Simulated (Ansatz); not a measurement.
H2FNSi, SMILES `N[Si]F` (excited triplet) (charge 0, multiplicity 3). This triplet is an excited state, 2.76 eV above the relaxed singlet at the level frozen-core CCSD(T)/cc-pVTZ // PBE0-D3(BJ)/def2-TZVP (Ansatz, a quantum-chemistry and plane-wave program).

Computed with frozen-core CCSD(T)/cc-pVDZ // PBE0-D3(BJ)/def2-TZVP (Ansatz).

Ansatz 0.2 input:
```yaml
crystal:
  periodic: [false, false, false]
  atoms:
    - { symbol: N, position_ang: [-0.655059, 0.029308, -0.053729] }
    - { symbol: Si, position_ang: [0.912383, -0.161667, 0.591793] }
    - { symbol: F, position_ang: [2.171703, 0.036912, -0.395262] }
    - { symbol: H, position_ang: [-1.193685, 0.863288, 0.119218] }
    - { symbol: H, position_ang: [-1.235342, -0.767841, -0.262021] }
basis:
  gaussian: { orbitals: cc-pVDZ }
correlation:
  method: ccsd_t
magnetization:
  spin_polarized: true
  initial_magnetization: 2
```

Output:

```
Functional definition: HF
538 factors; integrals over basis functions are off by at most 9.8e-4 eV
mean field evaluation 1: about -12078.4129 eV, gradient 2.3e1 eV
mean field evaluation 2: about -12078.4808 eV, gradient 2.3e1 eV
mean field evaluation 4: about -12080.9774 eV, gradient 2.6e0 eV
mean field evaluation 8: about -12081.0988 eV, gradient 3.4e-1 eV
mean field evaluation 16: about -12081.1022 eV, gradient 2.3e-6 eV
mean field evaluation 32: about -12078.8817 eV, gradient 2.6e0 eV
mean field -12081.10218537 eV, -443.9723164471 hartree, gradient 2.3e-6 eV, S^2 2.005247; 0 other end points of the search recorded, 0 dependent functions left out
7 core orbitals not correlated
reference -12081.10218537 eV, -443.9723164471 hartree; 10, 8 occupied and 39, 41 virtual orbitals, 538 factors
second order -11.36729594 eV of doubles, -0.00000000 eV of singles
cycle   1  -11.52732448 eV  change   -1.6e-1 eV  update   8.1e-2
cycle   2  -11.79508098 eV  change   -2.7e-1 eV  update   2.7e-2
cycle   3  -11.88566459 eV  change   -9.1e-2 eV  update   1.8e-2
cycle   4  -11.88380368 eV  change    1.9e-3 eV  update   7.0e-3
cycle   5  -11.88073163 eV  change    3.1e-3 eV  update   3.9e-3
cycle   6  -11.88284562 eV  change   -2.1e-3 eV  update   2.0e-3
cycle   7  -11.88329138 eV  change   -4.5e-4 eV  update   8.9e-4
cycle   8  -11.88336225 eV  change   -7.1e-5 eV  update   4.0e-4
cycle   9  -11.88342999 eV  change   -6.8e-5 eV  update   1.5e-4
cycle  10  -11.88336719 eV  change    6.3e-5 eV  update   6.9e-5
cycle  11  -11.88340406 eV  change   -3.7e-5 eV  update   2.8e-5
cycle  12  -11.88340778 eV  change   -3.7e-6 eV  update   1.1e-5
perturbative correction -0.26047767 eV, -0.0095723777 hartree
Total energy: -12093.24607082 eV, -444.4185960061 hartree
```
